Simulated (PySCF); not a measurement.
CH6BOSi, CH3BFSi, CH5B2O, C3H8B (calculated)

Calculation on a computer-drawn molecule: the log of a Hartree-Fock and frozen-core CCSD(T) single point meant for a local Hartree-Fock minimum, with one planted fault or none, to be diagnosed. Offsets are logged minus clean, where the clean run is the same molecule without the fault. The reference is restricted for singlets and unrestricted otherwise, and also for a bond in bohr or an excited solution. Adding or removing an electron swaps singlet and doublet. The excited solution moves the top pair (singlet) or top alpha electron (doublet) to the lowest empty orbital. Highest occupied and lowest empty are orbital energies over both spins, largest force is the largest gradient component, triples share is (T) over the correlation energy, the T1 limit is 0.02 restricted and 0.045 unrestricted, electrons count all cores, a negative frequency is imaginary (commonest isotopes), and the dipole is about the centre of nuclear charge. Program: PySCF 2.14.0.

Common to all runs: meant charge 0; meant multiplicity 2; logged SCF converged yes; possible faults no fault, one electron removed, one electron added, multiplicity raised by two, geometry at a saddle point, SCF held on an excited solution, minimal basis STO-3G, one bond length entered in bohr, all coordinates scaled.

(1) 
```xyz
10
formula=CH6BOSi meant_basis=cc-pV(D+d)Z logged_electrons=39 logged_basis_functions=30 logged_spin_squared=0.7525 logged_highest_occupied=-7.5309 logged_lowest_empty=6.6716 logged_largest_force=0.052646 logged_T1_diagnostic=0.0081689 logged_D1_diagnostic=0.029114 logged_triples_share=0.011413 logged_CC_converged=yes logged_dipole_magnitude=1.0838 logged_SCF_stable_within_its_kind=yes logged_energy_HF=-424.60465 logged_energy_CCSD(T)=-424.8064 planted_fault=minimal_basis_STO-3G HF_energy_offset_from_clean_run=3235 CCSD(T)_energy_offset_from_clean_run=3457
B      0.6804    -0.6610    -0.8317
C     -0.8271    -0.5836    -1.1677
O     -1.3624     0.6798    -1.5306
Si    -1.2930    -1.7620    -2.6002
H      1.2874    -1.6338    -0.4928
H     -1.3554    -0.9859    -0.2848
H     -0.8062     1.3665    -1.1949
H     -1.0098    -3.1630    -2.2092
H     -0.5113    -1.4280    -3.8124
H     -2.7336    -1.6080    -2.8885
```

Units: logged_highest_occupied, logged_lowest_empty in eV; logged_largest_force in hartree/bohr; logged_dipole_magnitude in debye; logged_energy_HF, logged_energy_CCSD(T) in hartree; HF_energy_offset_from_clean_run, CCSD(T)_energy_offset_from_clean_run in kcal/mol.

Drawn bonds:
```tsv
atom	other atom	order
1	2	1
2	3	1
2	4	1
1	5	1
2	6	1
3	7	1
4	8	1
4	9	1
4	10	1
```

(2) 
```xyz
7
formula=CH3BFSi meant_basis=cc-pV(D+d)Z logged_electrons=37 logged_basis_functions=80 logged_spin_squared=1.5919 logged_highest_occupied=-6.461 logged_lowest_empty=-0.11259 logged_largest_force=0.11736 logged_dipole_magnitude=2.4515 logged_SCF_stable_within_its_kind=no logged_energy_HF=-452.56315 planted_fault=SCF_held_on_an_excited_solution HF_energy_offset_from_clean_run=54.25
B     -1.3230    -1.2508    -1.3500
C     -0.0298    -0.9326    -0.9715
Si     1.0442    -0.1082    -2.2092
F      0.1112     0.1602    -3.5216
H     -2.4102    -1.5023    -1.7170
H      0.3861    -1.1840    -0.0009
H      1.5668     1.2096    -1.7724
```

Units: logged_highest_occupied, logged_lowest_empty in eV; logged_largest_force in hartree/bohr; logged_dipole_magnitude in debye; logged_energy_HF in hartree; HF_energy_offset_from_clean_run in kcal/mol.

Drawn bonds:
```tsv
atom	other atom	order
1	2	1
2	3	2
3	4	1
1	5	1
2	6	1
3	7	1
```

Notes: coupled-cluster numbers left out as unreliable.

(3) 
```xyz
9
formula=CH5B2O meant_basis=cc-pVDZ logged_electrons=29 logged_basis_functions=81 logged_spin_squared=3.7663 logged_highest_occupied=-6.8353 logged_lowest_empty=-2.4748 logged_largest_force=0.11986 logged_T1_diagnostic=0.035484 logged_D1_diagnostic=0.20258 logged_triples_share=0.030123 logged_CC_converged=yes logged_dipole_magnitude=4.0282 logged_SCF_stable_within_its_kind=yes logged_energy_HF=-164.80569 logged_energy_CCSD(T)=-165.33227 planted_fault=multiplicity_raised_by_two HF_energy_offset_from_clean_run=124.1 CCSD(T)_energy_offset_from_clean_run=124.6
B     -0.6627     0.2038     1.3402
C     -0.4329    -0.5461    -0.0074
B      0.0879    -2.0284     0.2453
O     -0.6381    -3.1275    -0.0486
H     -1.7073     0.4464     1.8780
H      0.3906    -0.0499    -0.5394
H     -1.3274    -0.5348    -0.6428
H      1.1751    -2.2303     0.7113
H     -1.4911    -2.9475    -0.4147
```

Units: logged_highest_occupied, logged_lowest_empty in eV; logged_largest_force in hartree/bohr; logged_dipole_magnitude in debye; logged_energy_HF, logged_energy_CCSD(T) in hartree; HF_energy_offset_from_clean_run, CCSD(T)_energy_offset_from_clean_run in kcal/mol.

Drawn bonds:
```tsv
atom	other atom	order
1	2	1
2	3	1
3	4	1
1	5	1
2	6	1
2	7	1
3	8	1
4	9	1
```

(4) 
```xyz
9
formula=CH5B2O meant_basis=cc-pVDZ logged_electrons=29 logged_basis_functions=81 logged_spin_squared=0.7771 logged_highest_occupied=-7.0417 logged_lowest_empty=0.52677 logged_largest_force=0.066025 logged_dipole_magnitude=1.4 logged_SCF_stable_within_its_kind=no logged_energy_HF=-164.94075
B     -0.6627     0.2038     1.3402
C     -0.4329    -0.5461    -0.0074
B      0.0879    -2.0284     0.2453
O     -0.6381    -3.1275    -0.0486
H     -1.7073     0.4464     1.8780
H      0.3906    -0.0499    -0.5394
H     -1.3274    -0.5348    -0.6428
H      1.1751    -2.2303     0.7113
H     -1.4911    -2.9475    -0.4147
```

Units: logged_highest_occupied, logged_lowest_empty in eV; logged_largest_force in hartree/bohr; logged_dipole_magnitude in debye; logged_energy_HF in hartree.

Drawn bonds:
```tsv
atom	other atom	order
1	2	1
2	3	1
3	4	1
1	5	1
2	6	1
2	7	1
3	8	1
4	9	1
```

Notes: coupled-cluster numbers left out as unreliable.

(5) 
```xyz
9
formula=CH5B2O meant_basis=cc-pVDZ logged_electrons=29 logged_basis_functions=25 logged_spin_squared=0.7521 logged_highest_occupied=-7.3297 logged_lowest_empty=6.6778 logged_largest_force=0.058036 logged_T1_diagnostic=0.017153 logged_D1_diagnostic=0.073442 logged_triples_share=0.022708 logged_CC_converged=yes logged_dipole_magnitude=1.4068 logged_SCF_stable_within_its_kind=yes logged_energy_HF=-162.86363 logged_energy_CCSD(T)=-163.06402
B     -0.6627     0.2038     1.3402
C     -0.4329    -0.5461    -0.0074
B      0.0879    -2.0284     0.2453
O     -0.6381    -3.1275    -0.0486
H     -1.7073     0.4464     1.8780
H      0.3906    -0.0499    -0.5394
H     -1.3274    -0.5348    -0.6428
H      1.1751    -2.2303     0.7113
H     -1.4911    -2.9475    -0.4147
```

Units: logged_highest_occupied, logged_lowest_empty in eV; logged_largest_force in hartree/bohr; logged_dipole_magnitude in debye; logged_energy_HF, logged_energy_CCSD(T) in hartree.

Drawn bonds:
```tsv
atom	other atom	order
1	2	1
2	3	1
3	4	1
1	5	1
2	6	1
2	7	1
3	8	1
4	9	1
```

(6) 
```xyz
12
formula=C3H8B meant_basis=cc-pVDZ logged_electrons=31 logged_basis_functions=96 logged_spin_squared=0.7775 logged_highest_occupied=-6.981 logged_lowest_empty=0.71706 logged_largest_force=0.065647 logged_dipole_magnitude=0.7196 logged_SCF_stable_within_its_kind=no logged_energy_HF=-142.81976
B     -1.5029    -3.7317    -0.8099
C     -1.8141    -2.2871    -0.2926
C     -0.6186    -1.3425    -0.0937
C     -1.0091     0.0143     0.4864
H     -0.4609    -4.3260    -0.7554
H     -2.3125    -2.4637     0.6766
H     -2.5840    -1.8120    -0.9111
H      0.1156    -1.8223     0.5605
H     -0.1138    -1.1914    -1.0535
H     -0.1353     0.6588     0.6088
H     -1.7176     0.5332    -0.1653
H     -1.4817    -0.0974     1.4664
```

Units: logged_highest_occupied, logged_lowest_empty in eV; logged_largest_force in hartree/bohr; logged_dipole_magnitude in debye; logged_energy_HF in hartree.

Drawn bonds:
```tsv
atom	other atom	order
1	2	1
2	3	1
3	4	1
1	5	1
2	6	1
2	7	1
3	8	1
3	9	1
4	10	1
4	11	1
4	12	1
```

Notes: coupled-cluster numbers left out as unreliable.

## Withheld values
1. CH5B2O (entry 4): planted fault?
2. Which fault was planted in the run of CH5B2O (entry 5)?
3. Which fault was planted in the run of C3H8B (entry 6)?

## Answers
1. SCF held on an excited solution
2. minimal basis STO-3G
3. SCF held on an excited solution

Further results for CH5B2O (entry 4):

```
HF energy offset from clean run : 39.39 kcal/mol
```

Further results for CH5B2O (entry 5):

```
HF energy offset from clean run      : 1343 kcal/mol
CCSD(T) energy offset from clean run : 1548 kcal/mol
```

Further results for C3H8B (entry 6):

```
HF energy offset from clean run : 38.81 kcal/mol
```
